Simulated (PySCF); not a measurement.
# Correlation energy of O (oxygen, neutral)

[He] 2s1 2p5, high-spin 3P determinant (an excited configuration). Calculation: PySCF 2.14, in aug-cc-pVDZ-DK (4s3p2d, 23 functions); the spin-free X2C one-electron Hamiltonian (Gaussian nucleus). Frozen: 1s2; 6 electrons correlated.

| level | correlation energy (mhartree) |
| --- | --- |
| CCSD | -179.29 |
| (T) | -13.95 |
| CCSD(T) | -193.24 |

Diagnostics: T1 = 0.025, D1 = 0.0759, largest double amplitude 0.273.

A double-excitation amplitude exceeds 0.15, a sign of near-degeneracy.

Cost of the coupled-cluster step: roughly 0.5 core-seconds, for 6 correlated electrons.
